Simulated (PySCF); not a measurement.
TeCl2, SMILES Cl[Te]Cl. Atoms are numbered in the order given.

```xyz
3

Te     0.0000     0.0000     0.6001
Cl     0.0000     1.7918    -0.9179
Cl     0.0000    -1.7918    -0.9179
```
Charge 0, spin multiplicity 1.

Geometry optimised at B3LYP-D3(BJ)/def2-TZVP. The isomer is the one that the SMILES or the coordinates give; other isomers of the formula were not compared. The def2 effective core potentials stand for the cores of Te; spin–orbit coupling is left out.

Calculation: ωB97X/def2-TZVPD (PySCF).

Symmetry labels are those of the subgroup C2v that the program uses (full group C2v).

Computed valence orbital energies around the gap with their symmetry:
```csv
orbital,symmetry,energy (eV)
HOMO−7,A1,-20.52
HOMO−6,B2,-14.27
HOMO−5,A1,-13.48
HOMO−4,B1,-12.98
HOMO−3,A2,-12.15
HOMO−2,A1,-11.94
HOMO−1,B2,-11.87
HOMO,B1,-8.96
LUMO,A1,-0.84
LUMO+1,B2,-0.80
LUMO+2,A1,1.46
LUMO+3,B1,1.63
```
